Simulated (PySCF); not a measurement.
Al(Me)2(OH) cation (C2H7AlO), SMILES [CH3][Al]([CH3])[OH] (connectivity only; charge and spin as stated), charge +1, multiplicity 2.

The structure is a stationary point at ωB97X-D3(BJ)/def2-SVP. The spin state was assumed, not searched. The isomer is the one that the SMILES or the coordinates give; other isomers of the formula were not compared. Other conformers were not sampled.

The numbers are results of ωB97X-D3(BJ)/def2-SVP run with PySCF 2.14.0, not measurements.

Frequencies are harmonic and unscaled.

| mode | ν (cm⁻¹) | IR (km/mol) | moving atoms (share of kinetic energy) |
|---|---|---|---|
| 1 | 40 | 0.2 | H 96 % |
| 2 | 75 | 0.2 | H 96 % |
| 3 | 121 | 0.8 | C 41 %, O 26 %, Al 17 %, H 16 % |
| 4 | 156 | 17.0 | C 31 %, Al 24 %, O 23 %, H 22 % |
| 5 | 168 | 18.5 | Al 54 %, H 21 %, O 16 %, C 9 % |
| 6 | 282 | 134.6 | H 57 %, C 24 %, Al 10 %, O 8 % |
| 7 | 346 | 53.1 | H 54 %, C 33 %, Al 11 % |
| 8 | 394 | 169.1 | H 89 %, O 10 % |
| 9 | 441 | 22.6 | H 90 % |
| 10 | 497 | 5.6 | H 86 %, C 11 % |
| 11 | 573 | 3.4 | C 59 %, H 15 %, Al 13 %, O 13 % |
| 12 | 697 | 42.9 | H 81 %, C 15 % |
| 13 | 700 | 85.2 | H 80 %, C 16 % |
| 14 | 987 | 75.5 | H 82 %, C 13 % |
| 15 | 1050 | 124.0 | O 48 %, Al 43 %, H 8 % |
| 16 | 1190 | 54.8 | H 81 %, C 18 % |
| 17 | 1356 | 14.9 | H 91 %, C 9 % |
| 18 | 1388 | 18.8 | H 93 % |
| 19 | 1398 | 1.7 | H 94 % |
| 20 | 1416 | 3.7 | H 95 % |
| 21 | 3057 | 47.2 | H 99 % |
| 22 | 3065 | 9.4 | H 98 % |
| 23 | 3189 | 24.1 | H 90 %, C 10 % |
| 24 | 3209 | 12.1 | H 90 %, C 10 % |
| 25 | 3229 | 25.2 | H 89 %, C 11 % |
| 26 | 3280 | 17.9 | H 89 %, C 11 % |
| 27 | 4052 | 476.8 | H 94 % |
